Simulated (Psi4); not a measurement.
C4H5 (SMILES [CH]=C1CC1), doublet (typed; the unrestricted solution is spin-contaminated), at a GFN2-xTB geometry. Base run: CCSD(T)/3-21G (Psi4 1.11).

Input for Psi4:
```
memory 2 GB

molecule {
0 2
C    -0.00416143    0.00641022    0.41862519
C    -0.00209261   -0.80382943   -0.82333579
C     0.01842575    0.69136568   -0.93155815
C    -0.01651474    0.03981632    1.67974132
H    -0.91334012   -1.32667342   -1.07822748
H     0.90024908   -1.35023006   -1.05983839
H     0.93730161    1.18394500   -1.21299360
H    -0.88145279    1.20756873   -1.23143505
H    -0.01669960    0.68281303    2.52165902
}

set {
  basis 3-21g
  reference uhf
}

energy('ccsd(t)')
print_variables()
```

Problem. The base was run again with changes. Order these runs by total energy, lowest first: method = lccd | method = ccsd | method = scs-mp2 | method = mp3 | method = mp2.

Solution. method = ccsd (ΔE vs base (kcal/mol) 7.30), method = lccd (ΔE vs base (kcal/mol) 8.39), method = mp3 (ΔE vs base (kcal/mol) 20.43), method = mp2 (ΔE vs base (kcal/mol) 36.97), method = scs-mp2 (ΔE vs base (kcal/mol) 37.61)

Open shells are given as the SCF converged; they aren't shown to be the lowest states, and a large step between rows can be another state.
